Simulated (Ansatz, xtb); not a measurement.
Stretching the C3–H4 bond in CH5BSe (SMILES CB[SeH]) (multiplicity 1 held, fragments rigid). Energies count from the point at 1.096 Å.
Geometry at that point (charge 0, multiplicity 1):
```xyz
8

B     -0.153    -0.553     1.063
H     -1.132    -0.589     1.735
C      1.169    -1.264     1.482
H      0.979    -2.333     1.632
H      1.494    -0.888     2.458
H      2.000    -1.161     0.783
Se    -0.234     0.425    -0.598
H     -1.635     0.865    -0.493
```

Unrestricted levels (U-) break spin symmetry where that is lower. Active spaces are followed from a long bond inwards. Curves can end on different states.

Correlated levels freeze the cores. Filled d and f shells under p-block atoms count as core.

Codes used: Ansatz (Gaussian basis) for Hartree–Fock, density functionals and correlated methods; xtb for the GFN methods. Each number belongs to the level named beside it. The GFN methods have no spin term and hold the electronic entropy of 300 K.

Energies in eV.

```csv
R (Å),GFN2-xTB,U-HF/cc-pVDZ,U-MP2/cc-pVDZ,"SC-NEVPT2 on CASSCF(2,2)/cc-pVDZ","FIC-MRCISD+Q on CASSCF(2,2)/cc-pVDZ"
0.877,1.18,1.33,1.42,1.46,1.43
0.986,0.21,0.27,0.31,0.33,0.32
1.096,0.00,0.00,0.00,0.00,0.00
1.205,0.16,0.17,0.14,0.11,0.12
1.315,0.51,0.57,0.50,0.44,0.47
1.479,1.15,1.36,1.24,1.12,1.16
1.644,1.84,2.20,2.03,1.83,1.88
1.918,2.89,3.12,3.63,2.87,2.92
2.192,3.74,3.48,4.24,3.62,3.67
2.521,4.47,3.64,4.50,4.16,4.20
2.959,5.06,3.70,4.61,4.47,4.51
3.507,5.37,3.72,4.64,4.59,4.62
```

Doubts at one or more of the structures used: a spin-contaminated determinant (U-HF/cc-pVDZ, U-MP2/cc-pVDZ).

Ansatz is a quantum-chemistry and plane-wave program.
